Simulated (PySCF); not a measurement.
A mixed set of molecules.

All values: PBE0/def2-SVPD (PySCF) at PBE0-D3(BJ)/def2-SVP geometries, gas phase, one conformer each. Core orbitals are frozen in the response; Δα² is half the sum of the squared differences of the principal polarisabilities. The calculation is non-relativistic, for selenium too.

(1) Rank by HOMO–LUMO gap, lowest first.
A. `N#CC(Cl)=[Se]`
B. `CC1=CSC=C1`
C. `CNC1CCCC1`
D. `C(/[SiH3])=C\[SiH2]SC`

(2) Rank by polarisability anisotropy Δα, highest first.
A. `[CH3:1][S:2][SiH2:3]/[CH:4]=[CH:5]/[SiH3:6]` with C1–S2–Si3–C4 60°, S2–Si3–C4–C5 -110°
B. `[CH3:1][NH:2][CH:3]1[CH2:4][CH2:5][CH2:6][CH2:7]1` with C1–N2–C3–C4 -70°, N2–C3–C4–C5 -161°, C3–C4–C5–C6 23°, C4–C5–C6–C7 2°, C5–C6–C7–C3 -27°
C. `[CH3:1][CH2:2][SiH2:3][PH:4][SiH2:5][O:6][SiH3:7]` with C1–C2–Si3–P4 -177°, C2–Si3–P4–Si5 -93°, Si3–P4–Si5–O6 171°, P4–Si5–O6–Si7 -32°
D. `Cc1ccsc1`
E. `N#CC(Cl)=[Se]`

(3) Rank by mean static polarisability, highest first.
A. `CNC1CCCC1`
B. `Cc1ccsc1`
C. `CC[SiH2]P[SiH2]O[SiH3]`
D. `CS[SiH2]/C=C/[SiH3]`
E. `C(=[Se])(C#N)Cl`

## Answers

(1) A (3.39 eV), D (5.66 eV), B (6.40 eV), C (7.13 eV).

(2) C (7.34 Å³), A (7.08 Å³), E (6.79 Å³), D (5.73 Å³), B (2.71 Å³).

(3) C (20.65 Å³), D (17.44 Å³), A (11.85 Å³), B (11.18 Å³), E (10.85 Å³).

All values together:

| SMILES | formula | μ (D) | HOMO (eV) | LUMO (eV) | α (Å³) | Δα (Å³) | electrons | α per electron (Å³) | ΔSCF removal energy (eV) |
| --- | --- | --- | --- | --- | --- | --- | --- | --- | --- |
| CC[SiH2]P[SiH2]O[SiH3] | C2H13OPSi3 | 1.07 | -7.37 | -0.32 | 20.65 | 7.34 | 90 | 0.229 | – |
| CS[SiH2]/C=C/[SiH3] | C3H10SSi2 | 1.49 | -6.91 | -1.25 | 17.44 | 7.08 | 72 | 0.242 | 8.82 |
| N#CC(Cl)=[Se] | C2ClNSe | 2.40 | -7.64 | -4.25 | 10.85 | 6.79 | 70 | 0.155 | 9.69 |
| Cc1ccsc1 | C5H6S | 0.97 | -6.73 | -0.33 | 11.18 | 5.73 | 52 | 0.215 | 8.64 |
| CNC1CCCC1 | C6H13N | 0.86 | -6.38 | 0.75 | 11.85 | 2.71 | 56 | 0.212 | – |

Conformers: `[CH3:1][CH2:2][SiH2:3][PH:4][SiH2:5][O:6][SiH3:7]` with C1–C2–Si3–P4 -177°, C2–Si3–P4–Si5 -93°, Si3–P4–Si5–O6 171°, P4–Si5–O6–Si7 -32°; `[CH3:1][S:2][SiH2:3]/[CH:4]=[CH:5]/[SiH3:6]` with C1–S2–Si3–C4 60°, S2–Si3–C4–C5 -110°; `[CH3:1][NH:2][CH:3]1[CH2:4][CH2:5][CH2:6][CH2:7]1` with C1–N2–C3–C4 -70°, N2–C3–C4–C5 -161°, C3–C4–C5–C6 23°, C4–C5–C6–C7 2°, C5–C6–C7–C3 -27°.

A dash marks a removal energy that wasn't run or isn't settled.
